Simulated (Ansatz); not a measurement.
Relaxation of C₃H₉BFN (15 atoms, charge 0, multiplicity 1), to a largest force component of 0.015 eV/Å in at most 40 steps.

Theory: Ansatz, RKS BHLYP-D4/def2-SVP.

```xyz
15
Properties=species:S:1:pos:R:3:forces:R:3
B -2.039 0.104 0.741 -0.64 1.42 -1.70
C -0.609 0.701 0.520 1.56 -1.38 -0.55
F -0.264 1.297 1.703 0.18 -0.16 0.26
N 0.397 -0.384 0.159 -3.31 0.19 -0.97
C 0.131 -0.821 -1.256 0.54 0.16 2.04
C 1.722 0.045 0.343 0.66 0.73 1.30
H -2.944 0.553 0.060 0.23 -0.32 0.23
H -2.262 -0.661 1.538 -0.21 -1.33 1.44
H -0.612 1.507 -0.225 0.32 0.06 -0.21
H -0.905 -1.178 -1.375 0.31 0.13 0.06
H 0.318 0.025 -1.923 -0.02 -0.03 -0.48
H 0.825 -1.652 -1.467 -0.36 0.34 -0.15
H 1.879 0.957 -0.233 0.63 0.49 -0.18
H 2.431 -0.717 0.000 -0.04 0.04 0.23
H 1.872 0.287 1.439 0.15 -0.34 -1.32
```

Task: Where does it end, and by what steps?

Result: The run converged. After 37 steps the energy has fallen by 0.745 eV; F3 moved furthest, 1.86 Å.

```json
{"step": "0", "energy less start (eV)": "0.0000", "largest force component (eV/Å)": "3.305", "accepted": "yes"}
{"step": "2", "energy less start (eV)": "-0.3952", "largest force component (eV/Å)": "0.802", "accepted": "yes"}
{"step": "4", "energy less start (eV)": "-0.4724", "largest force component (eV/Å)": "0.421", "accepted": "yes"}
{"step": "6", "energy less start (eV)": "-0.5070", "largest force component (eV/Å)": "0.184", "accepted": "yes"}
{"step": "8", "energy less start (eV)": "-0.5217", "largest force component (eV/Å)": "0.227", "accepted": "yes"}
{"step": "10", "energy less start (eV)": "-0.5442", "largest force component (eV/Å)": "0.176", "accepted": "yes"}
{"step": "12", "energy less start (eV)": "-0.5549", "largest force component (eV/Å)": "0.141", "accepted": "yes"}
{"step": "14", "energy less start (eV)": "-0.5596", "largest force component (eV/Å)": "0.175", "accepted": "yes"}
{"step": "16", "energy less start (eV)": "-0.5641", "largest force component (eV/Å)": "0.125", "accepted": "yes"}
{"step": "18", "energy less start (eV)": "-0.5667", "largest force component (eV/Å)": "0.186", "accepted": "yes"}
{"step": "20", "energy less start (eV)": "-0.5699", "largest force component (eV/Å)": "0.189", "accepted": "yes"}
{"step": "22", "energy less start (eV)": "-0.5492", "largest force component (eV/Å)": "0.732", "accepted": "no"}
{"step": "24", "energy less start (eV)": "-0.6343", "largest force component (eV/Å)": "0.215", "accepted": "yes"}
{"step": "26", "energy less start (eV)": "-0.7095", "largest force component (eV/Å)": "0.192", "accepted": "yes"}
{"step": "28", "energy less start (eV)": "-0.7371", "largest force component (eV/Å)": "0.308", "accepted": "yes"}
{"step": "30", "energy less start (eV)": "-0.7437", "largest force component (eV/Å)": "0.030", "accepted": "yes"}
{"step": "32", "energy less start (eV)": "-0.7440", "largest force component (eV/Å)": "0.021", "accepted": "yes"}
{"step": "34", "energy less start (eV)": "-0.7440", "largest force component (eV/Å)": "0.101", "accepted": "no"}
{"step": "36", "energy less start (eV)": "-0.7449", "largest force component (eV/Å)": "0.018", "accepted": "yes"}
{"step": "37", "energy less start (eV)": "-0.7450", "largest force component (eV/Å)": "0.007", "accepted": "yes"}
```

```xyz
15
Properties=species:S:1:pos:R:3
B -2.055 0.352 0.561
C -0.510 0.373 0.843
F -0.160 -0.552 1.835
N 0.306 0.244 -0.297
C 0.054 -0.941 -1.081
C 1.711 0.495 -0.077
H -2.481 1.019 -0.337
H -2.800 -0.248 1.278
H -0.324 1.364 1.294
H -1.014 -1.021 -1.308
H 0.584 -0.878 -2.035
H 0.365 -1.868 -0.577
H 2.227 0.564 -1.038
H 2.200 -0.288 0.521
H 1.840 1.447 0.443
```

Whether the end is a true minimum wasn't checked by a vibrational analysis.

Time of the run: 2.8 min on 2 threads of Arm Neoverse V2, on a shared host, peak memory 0.34 GiB.
